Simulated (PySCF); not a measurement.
An equivalent PySCF input for Ge(2+) (germanium, charge +2), [Ar] 3d10 4s2, closed-shell 1S, with the spin-free X2C one-electron Hamiltonian (Gaussian nucleus):

```python
from pyscf import gto, scf, dft, mp, cc
import basis_set_exchange as bse
mol = gto.M(atom="Ge 0 0 0", charge=2, spin=0, symmetry="D2h",
            basis=gto.basis.parse(bse.get_basis("x2c-TZVPPall", elements=["Ge"], fmt="nwchem")),
            nucmod="G")
mf = dft.UKS(mol, xc="HYB_MGGA_XC_R2SCANH").sfx2c1e()
mf.irrep_nelec = {'Ag': (6, 6), 'B1g': (1, 1), 'B2g': (1, 1), 'B3g': (1, 1), 'B1u': (2, 2), 'B2u': (2, 2), 'B3u': (2, 2)}
mf.kernel()
```

It reaches the same state as the run whose output follows, with an energy that differs only through the grid. The run itself started from symmetry-adapted Hartree-Fock orbitals and held the occupation by maximum overlap, on a logarithmic radial grid, so the iterations belong to that start.

```
SCF conv_tol = 1e-09
number electrons alpha = 15  beta = 15
XC functionals = HYB_MGGA_XC_R2SCANH
    M. Bursch, H. Neugebauer, S. Ehlert, and S. Grimme.,  J. Chem. Phys. 156, 134105 (2022)
cycle= 1 E= -2097.79772705054  delta_E= -0.00718  |g|= 0.124  |ddm|= 0.182
cycle= 2 E= -2097.79734869066  delta_E= 0.000378  |g|= 0.136  |ddm|= 0.0995
cycle= 3 E= -2097.7995819476  delta_E= -0.00223  |g|= 0.00135  |ddm|= 0.0429
cycle= 4 E= -2097.79958238806  delta_E= -4.4e-07  |g|= 4.81e-05  |ddm|= 0.00313
cycle= 5 E= -2097.79958238829  delta_E= -2.31e-10  |g|= 5.16e-06  |ddm|= 1.85e-05
converged SCF energy = -2097.79958238829  <S^2> = -1.9539925e-14  2S+1 = 1
```
